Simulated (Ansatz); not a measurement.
Start from `CC(C)(C)O[Si]O` and change one atom or group to get `CC(C)(C)N([SiH3])[SiH3]`.

Ansatz, PBE0-D4/def2-TZVP geometries, multiplicity 1. Each molecule was computed in one conformer, which needn't be the lowest.

| property | `CC(C)(C)O[Si]O` |
| --- | --- |
| HOMO–LUMO gap (PBE/def2-TZVPP) / eV | 3.87 |
| LUMO energy (B3LYP/def2-TZVPP) / eV | -1.12 |
| size of the dipole moment (PBE/def2-TZVPP) / D | 2.66 |
| HOMO–LUMO gap (B3LYP/def2-TZVPP) / eV | 5.45 |
| LUMO energy (PBE/def2-TZVPP) / eV | -1.74 |
| size of the dipole moment (B3LYP/def2-TZVPP) / D | 2.65 |

What does the change do to each property? (An estimate is asked.)

Computed: 
| property | `CC(C)(C)N([SiH3])[SiH3]` | shift |
| --- | --- | --- |
| HOMO–LUMO gap (PBE/def2-TZVPP) / eV | 5.14 | 1.27 |
| LUMO energy (B3LYP/def2-TZVPP) / eV | 0.13 | 1.25 |
| size of the dipole moment (PBE/def2-TZVPP) / D | 1.56 | -1.10 |
| HOMO–LUMO gap (B3LYP/def2-TZVPP) / eV | 6.87 | 1.42 |
| LUMO energy (PBE/def2-TZVPP) / eV | -0.54 | 1.20 |
| size of the dipole moment (B3LYP/def2-TZVPP) / D | 1.53 | -1.12 |

With PBE0 the HOMO falls by 0.20 eV and the LUMO rises by 1.24 eV, so the gap widens by about 1.44 eV. PBE moves the HOMO by -0.07 eV and ωB97M-V by -0.30 eV. Dipoles are sizes alone; their direction can turn.

B3LYP here is the variant with VWN-RPA as its local correlation; programs differ in this.
